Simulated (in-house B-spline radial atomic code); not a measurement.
Results of a calculation; reference values are marked as such.
## Building a PAW s channel for Zr, r_c = 2.9 bohr

Zr, [Kr] 4d2 5s2, non-relativistic LDA (VWN5), spherical and spin-unpolarised, from an all-electron radial atomic-structure program (B-spline basis) (atomic units; all potentials screened as in the neutral atom).

Two all-electron partial waves φ1, φ2 are integrated outwards at E1 = ε(5s) = -0.162391 and E2 = E1 + 0.5 hartree; φ1 is the bound orbital and φ2 has unit norm inside r_c = 2.8957 bohr. Smooth partners are polynomials, r^1(a0 + a1 r² + a2 r⁴ + a3 r⁶), matched to φ and three derivatives at r_c, with no condition on the norm. The local potential is -3.2279 + (0.884352) r² + (-0.101955) r⁴ + (0.00431289) r⁶ inside 2.4557 bohr and the all-electron one outside.

```tsv
wave	φ(r_c)	φ'(r_c)	a0	a1	a2	a3
1	0.5671971	0.08395518	0.03008359	0.0633686	-0.007244676	0.0002439326
2	0.722968	-0.7841348	0.3453041	0.08587142	-0.01721064	0.0006689899
```

Inside r_c the overlaps are <φi φj> = [[0.26637, 0.50546], [0.50546, 1.00000]] and, for the smooth waves, [[0.26847, 0.55610], [0.55610, 1.26789]]. With χj = (Ej − T − V_local) applied to smooth wave j, the program's quadrature gives the matrix B_ij = <smooth i, χj> as [[0.12979, 0.41143], [0.38611, 1.27118]].

Problem. Check the match of the first wave, and find the augmentation charges q_ij.

Solution. At r_c the four terms are 0.08711, 1.53863, -1.47498, 0.41643, which sum to 0.5672, φ1(r_c) to rounding. q_ij is the all-electron overlap less the smooth one: [[-0.00209, -0.05064], [-0.05064, -0.26789]]. The smooth first wave has a norm of 0.2685 inside r_c against 0.2664, so q11 is negative and must stay small enough for the overlap operator to be positive.

Problem. B isn't symmetric. Show that D_ij = B_ij + Ej q_ij is.

Solution. Integrating by parts gives B12 − B21 = (E1 − E2) q12: 0.41143 − (0.38611) = 0.02532, and −0.5 × (-0.05064) = 0.02532. So D12 = 0.41143 + (0.337609)(-0.05064) = 0.39434 and D21 = 0.38611 + (-0.162391)(-0.05064) = 0.39434; D11 = 0.13013, D22 = 1.18074. The projectors, p = (B⁻¹)ᵀ χ, are dual to the smooth waves; det B = 0.0061, small beside B11 B22, as the two smooth waves look alike inside r_c.

Solving (T + V_local + Σ p D p) ψ = E (1 + Σ p q p) ψ in a sphere of 9 bohr, whose wall lifts the free-atom level a little, gives these levels:

```json
{"all-electron": "-0.160569", "one projector": "-0.405254", "two projectors": "-3.757510"}
{"all-electron": "0.119543", "one projector": "-0.160569", "two projectors": "-0.160569"}
{"all-electron": "0.509149", "one projector": "0.120170", "two projectors": "0.119537"}
{"all-electron": "1.060390", "one projector": "0.508391", "two projectors": "0.509120"}
{"all-electron": "1.762150", "one projector": "1.041580", "two projectors": "1.058470"}
```

Problem. What does the second projector gain?

Solution. With one projector a ghost lies below the reference level, so the set fails. With two a ghost lies below the reference level, so the set fails. The lowest eigenvalue of the overlap operator is 0.9767 with one and 0.08767 with two projectors. The smooth orbital alone needs a cutoff of 2.16 hartree for 1 millihartree of kinetic energy, against 3.7 for a norm-conserving Troullier-Martins orbital of the same radius, which is no gain while the set fails.
